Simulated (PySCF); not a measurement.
First SCF of a structure search on singlet TaNF2, at a hand-made T-shaped (ligand arrangement 1) geometry. PySCF input:

```python
from pyscf import gto, scf, dft
mol = gto.M(atom='''
Ta     0.000000     0.000000     0.000000
N     -1.858900     0.000000     0.064900
F      0.000000     0.000000     2.100000
F      2.098700     0.000000     0.073300''',
    basis={'Ta': 'def2-TZVP', 'N': 'def2-TZVP', 'F': 'def2-TZVP'},
    ecp={'Ta': 'def2-TZVP'},
    charge=0, spin=0)
mf = dft.RKS(mol, xc='PBE0')
mf.grids.atom_grid = (50, 194)
aux = {'Ta': 'def2-universal-JKFIT', 'N': 'def2-universal-JKFIT', 'F': 'def2-universal-JKFIT'}
mf = mf.density_fit(auxbasis=aux)
mf.conv_tol = 1e-08
mf.diis_space = 10
mf.max_cycle = 60
mf.init_guess = 'minao'
mf.verbose = 4
mf.kernel()
```

Excerpt of the output (cycles and frontier levels):

```
init E= -291.645429633015
  HOMO = -0.47130727033148  LUMO = -0.379142393500812  gap/eV = 2.50793
cycle= 1 E= -311.049443801807  delta_E= -19.4  |g|= 0.989  |ddm|=  6.9
  HOMO = -0.184412600811423  LUMO = -0.163521867623635  gap/eV = 0.56847
cycle= 2 E= -307.461398497932  delta_E= 3.59  |g|= 4.24  |ddm|= 2.97
  HOMO = -0.233852316587208  LUMO = -0.13980302984816  gap/eV = 2.55921
cycle= 3 E= -311.097124884528  delta_E= -3.64  |g|= 0.746  |ddm|= 2.81
  HOMO = -0.227290516009545  LUMO = -0.187766489647114  gap/eV = 1.07550
cycle= 4 E= -311.007960935014  delta_E= 0.0892  |g|= 0.995  |ddm|= 0.986
  HOMO = -0.285690879785715  LUMO = -0.20246627482096  gap/eV = 2.26466
cycle= 5 E= -311.227374837845  delta_E= -0.219  |g|= 0.187  |ddm|= 0.614
  HOMO = -0.27325219653212  LUMO = -0.193617067782757  gap/eV = 2.16698
cycle= 6 E= -311.230702090558  delta_E= -0.00333  |g|= 0.131  |ddm|= 0.146
  HOMO = -0.273370353565378  LUMO = -0.188487163389553  gap/eV = 2.30979
... 10 lines left out ...
cycle= 12 E= -311.234186404273  delta_E= -1.55e-06  |g|= 0.000117  |ddm|= 0.00771
  HOMO = -0.27841181331342  LUMO = -0.189356466730434  gap/eV = 2.42332
cycle= 13 E= -311.234186449125  delta_E= -4.49e-08  |g|= 7.93e-05  |ddm|= 0.000905
  HOMO = -0.27841288326615  LUMO = -0.189359278287686  gap/eV = 2.42327
cycle= 14 E= -311.234186463184  delta_E= -1.41e-08  |g|= 6.98e-05  |ddm|= 0.000543
  HOMO = -0.278406933150654  LUMO = -0.189359274202609  gap/eV = 2.42311
cycle= 15 E= -311.234186466953  delta_E= -3.77e-09  |g|= 2.21e-05  |ddm|= 0.00025
  HOMO = -0.278403544970775  LUMO = -0.189361393980221  gap/eV = 2.42296
Extra cycle  E= -311.234186465576  delta_E= 1.38e-09  |g|= 8.87e-05  |ddm|= 6.98e-05
converged SCF energy = -311.234186465576
```

No lower solution of this spin was found from smeared starts or by a stability analysis within the restricted form, which does not test spin polarisation.

No spin–orbit coupling is included, which matters more the heavier the element.

The search for the lowest solution, 3 starts and the stability check together, took 9.1 s on 4 threads of a shared Arm Neoverse V2 host, with 133 basis functions; the process peaked at 0.57 GiB.
